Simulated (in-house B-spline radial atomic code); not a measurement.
Atomic self-consistent-field run: Cr3+. Computed with a radial B-spline atomic code at the basis-set limit: non-relativistic revTPSS, spin-polarised, spherical fractional occupations, point nucleus.

Command:
```bash
python run_scf.py task.json out
```
Settings:
```
Z                24
configuration    [Ar] 3d3
hamiltonian      nr
method           revtpss,revtpss
spin_polarised   True
```

Output (hartree, bohr):
```
 radial grid: 46 intervals, B-splines of order 8, outer radius 18.6486 bohr

 iter        energy (Eh)    residual
    1       -1042.091052    3.62e-02
    2       -1042.093511    1.59e-03
    3       -1042.093537    5.42e-04
    4       -1042.093538    2.25e-04
    5       -1042.093538    3.80e-05
    6       -1042.093538    4.62e-06
    7       -1042.093538    2.74e-06
    8       -1042.093538    1.38e-07

 total energy                     -1042.09354
 kinetic                            1041.2567
 electron-nucleus                  -2446.0552
 Hartree                             409.9613
 exchange-correlation                -47.2563

 orbital      occ     eigenvalue          <r>       <r^2>       <1/r>       r_max
 1s up      1.000      -216.3735    0.0641295  0.00551618     23.5378     0.04223
 1s down    1.000      -216.3737    0.0641291  0.00551614     23.5379     0.04223
 2s up      1.000       -25.7841     0.295725    0.103252     4.98119      0.2457
 2s down    1.000       -25.7408     0.295273    0.102915     4.98907      0.2455
 2p up      3.000       -22.0570     0.261316   0.0839849     4.91606      0.1989
 2p down    3.000       -22.0195     0.260841   0.0836472     4.92279      0.1987
 3s up      1.000        -4.1759     0.894761     0.92039     1.56871       0.779
 3s down    1.000        -4.0475      0.89701    0.925361     1.56319      0.7784
 3p up      3.000        -3.1309      0.94001     1.03419     1.45336      0.7937
 3p down    3.000        -2.9979     0.944914     1.04637     1.44563      0.7928
 3d up      3.000        -1.4846      1.09046     1.47826     1.17587      0.7873
```

Time taken, with all properties: 0.16 s on 1 thread of Arm Neoverse V2, with other jobs on the host.
